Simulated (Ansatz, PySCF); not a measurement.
C2H6O2Si, SMILES C1OC[SiH]1O.

The structure is a stationary point at PBE0-D3(BJ)/def2-SVP. This is a generated structure with no PubChem entry under its InChIKey; it may be hypothetical. One conformer was computed; it need not be the lowest.

Vertical ionisation energy (IE) and electron affinity (EA) in eV. Rows of orbital energies are one-electron estimates. Where ΔSCF, EOM or ADC give a negative EA the extra electron is unbound and the value depends on the basis.

```csv
level,IE,EA
"−ε(HOMO), −ε(LUMO), CAM-B3LYP/def2-TZVP (PySCF)",8.49,-1.11
"−ε(HOMO), −ε(LUMO), PBE/def2-TZVP (PySCF)",5.58,0.59
"ΔSCF, PBE0/def2-SVPD (Ansatz), final states of multiplicity 2 and 2",9.31,-1.19
"ΔSCF, PBE/def2-SVPD (Ansatz), final states of multiplicity 2 and 2",?,?
```

**Question.** Some entries are withheld; supply them. (The exact figures need the calculation; the answer reports its results.)

**Answer.** 
- ΔSCF, PBE/def2-SVPD (Ansatz, a program for electronic structure), final states of multiplicity 2 and 2, IE: 9.05
- ΔSCF, PBE/def2-SVPD (Ansatz), final states of multiplicity 2 and 2, EA: -1.05

**Question.** What vertical singlet–triplet gap does ΔSCF give with PBE0/def2-SVPD (Ansatz) and with PBE/def2-SVPD (Ansatz)? (An estimate is asked for; the answer gives what the named calculation found.)

**Answer.** 5.89 and 5.42 eV (triplet above singlet where positive).
